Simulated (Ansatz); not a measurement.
Harmonic frequencies (cm⁻¹) at PBE0-D4/def2-TZVP from Ansatz: 51, 95, 190, 226, 366, 389, 417, 504, 514, 635, 717, 746, 811, 828, 886, 919, 940, 959, 2186, 2212, 2231, 2237, 2703, 3855.

Each molecule was computed in one conformer, which needn't be the lowest.

(1) Which molecule is it?
A. `O[SiH]([SiH3])S`
B. `[SiH3]O[SiH2]S`
C. `NC([SiH3])=S`
D. `O[SiH2][SiH2]S`

Answers

(1) D.
